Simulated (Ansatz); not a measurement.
Job for Ansatz (a quantum-chemistry and plane-wave program): R-BLYP/def2-TZVPP on C2H6Si (SMILES C[Si]C).

Ansatz 0.2 input:
```yaml
crystal:
  periodic: [false, false, false]
  atoms:
    - {symbol: C, position_ang: [-1.40316076, 0.28273308, 0.03724256]}
    - {symbol: Si, position_ang: [0.06971697, 0.91617754, 1.06615795]}
    - {symbol: C, position_ang: [1.40748598, -0.22582295, 0.33435925]}
    - {symbol: H, position_ang: [-1.40204206, -0.80224985, -0.10518957]}
    - {symbol: H, position_ang: [-1.29266140, 0.72784276, -0.96284817]}
    - {symbol: H, position_ang: [-2.37208461, 0.59748088, 0.42615561]}
    - {symbol: H, position_ang: [1.25574575, -1.21217792, 0.79760354]}
    - {symbol: H, position_ang: [1.31265735, -0.37344407, -0.74578171]}
    - {symbol: H, position_ang: [2.42434278, 0.08946053, 0.57042471]}
basis:
  gaussian:
    orbitals: def2-TZVPP
hamiltonian:
  xc: {name: BLYP}
scf: {lower_state_search: off}
```

The log:

```
WARN ansatz: RAYON_NUM_THREADS=1 ignored (pool sized by the plan → 1); use --threads N
Functional definition: BLYP
these checks for a lower state are left out or cut short: stability, starts, cluster_reference, orbital_swaps, neighbouring_geometries, increment
integrals: 0.08 GiB planned
1002 factors; their error is unknown
mean field: 0.68 GiB planned
mean field evaluation 1: about -10028.8632 eV, gradient 9.2e1 eV
mean field evaluation 2: about -9983.0435 eV, gradient 1.4e2 eV
mean field evaluation 4: about -10047.8176 eV, gradient 7.4e0 eV
mean field evaluation 8: about -10047.9777 eV, gradient 1.2e-1 eV
mean field evaluation 16: about -10047.9459 eV, gradient 2.4e-4 eV
mean field -10047.94590169 eV, -369.2552011449 hartree, gradient 6.0e-6 eV, S^2 0.000000; 0 other end points of the search recorded, 0 dependent functions left out
reference -10047.94624980 eV, -369.2552139376 hartree; 16, 16 occupied and 172, 172 virtual orbitals, 1002 factors
Total energy: -10047.94624980 eV, -369.2552139376 hartree
Checks for a lower state left out: stability, starts, cluster_reference, orbital_swaps, neighbouring_geometries, increment
```

The calculation finished and met its thresholds.

Cost: about 2.2 core-seconds (a rough figure).
